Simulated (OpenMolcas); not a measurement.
4s2 4p2 along the 32-electron sequence

* Program: OpenMolcas
* Method: MS-CASPT2, IPEA 0.25 Eh, imaginary shift 0.1 Eh
* Basis: ANO-R2
* Scalar Hamiltonian: X2C, finite nucleus
* Spin-orbit coupling: RASSI with atomic mean-field integrals over the reference wave functions, term energies averaged over their components

Active space for each ion: 4 electrons in 8 orbitals (4s 4p 5s 5p); closed shells correlated by CASPT2: 3d.

Computed levels in cm-1 above 3P0:

| Level | Se2+ | Br3+ | Kr4+ |
| --- | --- | --- | --- |
| 3P1 | 1482 | 2260 | 3270 |
| 3P2 | 3450 | 4980 | 6830 |
| 1D2 | 13040 | 15910 | 19080 |
| 1S0 | 28390 | 33560 | 39130 |
| weight of 3P in the lowest level (%) | 99 | 98 | 97 |

Measured, with the error of the calculation in %. Measured levels: Se2+ from Moore, Atomic Energy Levels, vol. II, NSRDS-NBS 35 (1971 reprint of NBS Circular 467, 1952); Kr4+ from Saloman, J. Phys. Chem. Ref. Data 36, 215 (2007).

| Level | Se2+ | Kr4+ |
| --- | --- | --- |
| 3P1 | 1741 (-14.9) | 3743 (-12.7) |
| 3P2 | 3937 (-12.4) | 7595 (-10.0) |
| 1D2 | 13032 (0) | 19723 (-3.3) |
| 1S0 |  | 39204 (-0.2) |

The fine-structure level 3P2 changes by a factor of 1.98 from Se2+ to Kr4+. Its fourth root runs 7.66, 8.40, 9.09, with steps per unit of Z of 0.74, 0.69; equal steps would mean a (Z - σ)^4 law with constant σ.

1D2 changes by a factor of 1.46 over the same range, with steps per unit of Z of +2870, +3170 cm-1.

CASPT2 breaks the degeneracy within a term, and the mean is taken; among the terms shown or strongly mixed into the levels shown the widest spread is 100 cm-1 (4s2 4p2 1D, Kr4+). Over all roots computed the reference weight is 0.83 to 0.96 in Se2+, 0.84 to 0.97 in Br3+, 0.85 to 0.97 in Kr4+; the roots of lowest weight are the least certain, and an intruder state may touch them. Active for correlation alone: 5p 5s; no level in the range computed is led by a configuration that fills them, so any true level of that kind is missing. Measured partners are found by configuration, term and J. A level has none where our copy of the source lacks it or the pairing is in doubt (some pairs that miss far off the trend of their configuration count as doubtful), and it then counts in no deviation. Levels of configurations outside the active space are missing.
